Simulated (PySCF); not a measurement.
C3H5ClOSi. Atoms are numbered in the order given.

```xyz
11

Cl     1.8807    -0.0318    -0.9403
Si     0.4754    -0.0787     0.5827
C     -0.8862    -1.3538     0.2876
C     -2.0429    -0.4311    -0.0492
C     -1.7889     0.8808     0.0784
O     -0.5371     1.2823     0.4859
H      1.2105    -0.0709     1.8646
H     -1.0865    -1.9647     1.1866
H     -0.6435    -2.0540    -0.5288
H     -3.0165    -0.8032    -0.3734
H     -2.4856     1.7006    -0.1098
```
Charge 0, spin multiplicity 1.

Geometry: B3LYP-D3(BJ)/def2-SVP. The structure was generated by enumeration; whether it is a known compound was not checked. Other conformers were not sampled.

These are PBE/pcSseg-1 in PySCF values and carry that method's errors.

GIAO shieldings, no solvent; atoms listed in one row are averaged. δ = σ(ref) − σ: ³⁵Cl against HCl (σ = 936.5 ppm); ²⁹Si against TMS (σ = 335.4 ppm); ¹³C against TMS (σ = 182.0 ppm); ¹⁷O against H2O (σ = 334.3 ppm); ¹H against TMS (σ = 31.49 ppm), references at their B3LYP-D3(BJ)/def2-TZVP geometries, non-relativistic (without spin–orbit terms, shifts of atoms bonded to Cl or Br come out too high).

**Question.** Estimate the chemical shifts. (An estimate is asked for; the answer gives what the named calculation found.)

**Answer.** 
| nucleus | atoms | count | δ (ppm) |
|---|---|---|---|
| ³⁵Cl | Cl1 | 1 | 96.2 |
| ²⁹Si | Si2 | 1 | 35.2 |
| ¹³C | C5 | 1 | 157.8 |
| ¹³C | C4 | 1 | 108.6 |
| ¹³C | C3 | 1 | 23.7 |
| ¹⁷O | O6 | 1 | 174.4 |
| ¹H | H11 | 1 | 6.92 |
| ¹H | H7 | 1 | 6.27 |
| ¹H | H10 | 1 | 5.58 |
| ¹H | H8 | 1 | 2.14 |
| ¹H | H9 | 1 | 2.03 |
